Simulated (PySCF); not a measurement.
Al2(mu-Cl)2(Cl)4, Al2Cl6, singlet, PBE0/def2-SVP optimised geometry.

```
8

Al     1.13     1.14     0.00
Al    -1.13    -1.14     0.00
Cl     1.15    -1.14     0.00
Cl     1.84     1.86    -1.82
Cl     1.83     1.85     1.83
Cl    -1.15     1.14     0.00
Cl    -1.84    -1.85    -1.83
Cl    -1.84    -1.85     1.83
```

Density from PBE0/def2-TZVP (PySCF 2.14.0) at that geometry.

Minimum of the electron density along straight lines between bonded atoms, close to the bond critical point (lines longer than 1.1 times the sum of covalent radii, or with two minima, are not listed):

| bond | length / Å | ρ at the minimum / e bohr⁻³ | ∇²ρ there / e bohr⁻⁵ | position (fraction from the first atom) |
|---|---|---|---|---|
| Al1–Cl3 | 2.284 | 0.050 | 0.18 | 0.37 |
| Al2–Cl3 | 2.284 | 0.050 | 0.18 | 0.37 |
| Al1–Cl4 | 2.084 | 0.078 | 0.32 | 0.38 |
| Al1–Cl5 | 2.084 | 0.078 | 0.32 | 0.38 |
| Al1–Cl6 | 2.284 | 0.050 | 0.18 | 0.37 |
| Al2–Cl6 | 2.284 | 0.050 | 0.18 | 0.37 |
| Al2–Cl7 | 2.084 | 0.078 | 0.32 | 0.38 |
| Al2–Cl8 | 2.084 | 0.078 | 0.32 | 0.38 |
